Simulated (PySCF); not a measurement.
Tin: a sound run and one with changed settings

Sound run: Sn [Kr] 4d10 5s2 5p2, Sn⁺ [Kr] 4d10 5s2 5p1. Computed with PySCF 2.14 in aug-cc-pVDZ-PP with ECP28MDF (5s4p3d, 32 functions), with a scalar-relativistic core potential. In the sound run the correlated levels freeze 4s2 4p6 4d10 outside the core potential. The sound run starts from symmetry-adapted Hartree-Fock orbitals and uses a fine grid where one is needed.

A second run was set up differently.

```tsv
species	method	sound run (hartree)	changed run (hartree)	converged
Sn	UHF	-213.33545	-213.33545	yes
Sn	r2SCAN	-214.32475	-214.32475	yes
Sn	PBE	-214.24381	-214.24381	yes
Sn	MP2	-213.37076	-213.36604	yes
Sn	CCSD(T)	-213.38583	-213.38583	yes
Sn⁺	UHF	-213.08344	-213.08344	yes
Sn⁺	r2SCAN	-214.05246	-214.05246	yes
Sn⁺	PBE	-213.97683	-213.97683	yes
Sn⁺	MP2	-213.11032	-213.10683	yes
Sn⁺	CCSD(T)	-213.12390	-213.12390	yes
```

Ionisation energy of Sn:

| method | sound run (eV) | changed run (eV) |
| --- | --- | --- |
| UHF | 6.858 | 6.858 |
| r2SCAN | 7.409 | 7.409 |
| PBE | 7.265 | 7.265 |
| MP2 | 7.087 | 7.053 |
| SCS-MP2 | 7.027 | 7.002 |
| CCSD | 7.117 | 7.117 |
| CCSD(T) | 7.127 | 7.127 |

Q: What was changed?
A. a valence shell is frozen
B. too few SCF iterations
C. level shift left on
D. all electrons correlated in a valence basis

A: C. It used initial guess atom, at most 50 SCF cycles, level shift 0.1 hartree. A level shift leaves the converged SCF energy unchanged but raises the virtual orbital energies, which shrinks MP2 if it is not removed.
